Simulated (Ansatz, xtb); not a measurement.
**A geometry optimisation of CH6GeN+ with r2SCAN-D4/def2-SVP**

The starting geometry of this gas-phase singlet was built from a drawn formula by distance geometry and a force field; its bonds are those of `[CH][GeH2][NH3+]`.

```xyz
9

C    -1.7067   -0.9074   -0.3559
Ge   -0.8527    0.8570   -0.5309
N    -0.4933    1.5049    1.1314
H    -2.6685   -0.8157    0.1779
H    -1.7882    1.8027   -1.2906
H     0.4463    0.7218   -1.3780
H     0.1504    0.8695    1.6654
H    -0.0430    2.4527    1.0802
H    -1.3915    1.5696    1.6989
```

Problem. Predict what becomes of its bonds when it is optimised with r2SCAN-D4/def2-SVP.

Solution. It keeps its bonds, and is `[CH][GeH2][NH3+]`. Distances that change by over a tenth: Ge2–N3 (1.82 → 2.09 Å).

The energy falls by 0.92 eV over 10 steps:

```tsv
step	E − E(last) (eV)
1	0.920
2	0.405
3	0.195
4	0.109
5	0.034
6	0.006
7	0.001
8	0.000
9	0.000
10	0.000
```

Final geometry (Å):

```json
{"atom": "C", "x (Å)": "-2.0265", "y (Å)": "-0.8150", "z (Å)": "-0.7349"}
{"atom": "Ge", "x (Å)": "-0.9957", "y (Å)": "0.7641", "z (Å)": "-0.6286"}
{"atom": "N", "x (Å)": "-0.4679", "y (Å)": "1.6256", "z (Å)": "1.2017"}
{"atom": "H", "x (Å)": "-2.3881", "y (Å)": "-1.3397", "z (Å)": "0.1728"}
{"atom": "H", "x (Å)": "-1.7643", "y (Å)": "1.9351", "z (Å)": "-1.2327"}
{"atom": "H", "x (Å)": "0.4010", "y (Å)": "0.5229", "z (Å)": "-1.1923"}
{"atom": "H", "x (Å)": "0.1105", "y (Å)": "0.9991", "z (Å)": "1.7740"}
{"atom": "H", "x (Å)": "0.0726", "y (Å)": "2.4907", "z (Å)": "1.0713"}
{"atom": "H", "x (Å)": "-1.2889", "y (Å)": "1.8724", "z (Å)": "1.7669"}
```

From the same start GFN2-xTB ends elsewhere, at `[CH2]=[GeH][NH3+]`.

No frequencies were run, so the end isn't proven a minimum. Run with Ansatz 0.2.0, 19 s on 2 threads of Arm Neoverse V1 (shared host).
